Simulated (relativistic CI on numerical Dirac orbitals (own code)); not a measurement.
Calculated at this level of theory: Dirac-Coulomb-Breit CI, orbitals from a KLI potential per configuration, model QED (radiative potential, 1s self-energy scaled to tabulated hydrogen-like ionisation energies), unscaled Slater integrals (own radial code, finite nucleus).

The strongest absorption lines from the ground level of an ion, among the configurations computed and to levels below about 2360 eV (vacuum wavelength in nm, gf): 0.52798 (0.15), 0.52918 (0.041), 0.67009 (0.014), 0.68539 (0.026), 0.69922 (0.44), 0.70319 (0.24), 9.1790 (0.14), 19.871 (0.0035).

(1) Which ion is it?
A. Ge28+
B. Zn26+
C. Kr32+
D. Ni24+

## Answers

(1) A. Ge28+ has 4 electrons and the ground level 2s2 1S_0; the strongest line goes to 2s 3p 1P°_1. The pattern of lines fixes the number of electrons, and along that sequence the line energies rise steadily with the charge (about as its square where n changes within one kind of shell, about linearly where n is kept but much faster in heavy ions where fine structure, which grows about as Z⁴, sets the gap, and irregularly where shells cross), which fixes Z. Configurations outside the model, such as inner-shell arrays, can give stronger lines. At this charge energies of transitions that change n are usually good to better than 1 %, and those within a shell (Δn = 0) to a few per cent.

LS names give the leading component of a level, which can be under half, so a name can repeat, a term be missing and a line seem to break the LS rules.
